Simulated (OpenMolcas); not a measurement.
An atom or ion with 25 electrons was computed by MS-CASPT2, IPEA 0.25 Eh, imaginary shift 0.1 Eh with spin-orbit coupling (OpenMolcas, ANO-RCC-VTZP, DKH2). The lowest levels that the run gave, each within 12 % of the measured value where one is at hand:

```csv
J,Parity,E (cm-1),g
9/2,even,0.0,1.334
7/2,even,856,1.238
5/2,even,1482,1.029
3/2,even,1910,0.400
5/2,even,15530,1.600
3/2,even,15760,1.713
1/2,even,16200,2.628
9/2,even,16880,1.109
7/2,even,17690,0.889
3/2,even,20240,1.312
1/2,even,20970,0.708
11/2,even,23190,1.091
```

Problem. Which ion is it, and what are the configurations and terms?

Solution. Co2+ (Z = 27, charge +2; active space 7 electrons in 5 orbitals (3d)). J, parity and g give the terms where levels are pure, and mixed ones are named by the computed weights; the size of the splittings, set against known spectra of the 25-electron sequence, gives the charge. In order, with the measured energies in cm-1 (Sugar and Corliss, J. Phys. Chem. Ref. Data 10, 1097 (1981)): 3d7 4F 9/2, 3d7 4F 7/2 (841), 3d7 4F 5/2 (1451), 3d7 4F 3/2 (1867), 3d7 4P 5/2 (15202), 3d7 4P 3/2 (15428), 3d7 4P 1/2 (15811), 3d7 2G 9/2 (16978), 3d7 2G 7/2 (17766), 3d7 2P 3/2 (20195), 3d7 2P 1/2, 3d7 2H 11/2 (22720).

CASPT2 breaks the degeneracy within a term, and the mean is taken; among the terms shown or strongly mixed into the levels shown the widest spread is 970 cm-1 (3d7 4F). Terms from blocks run as CI alone lack orbitals of their own. Measured partners are found by configuration, term and J. A level has none where our copy of the source lacks it or the pairing is in doubt (some pairs that miss far off the trend of their configuration count as doubtful), and it then counts in no deviation. Levels of configurations outside the active space are missing.
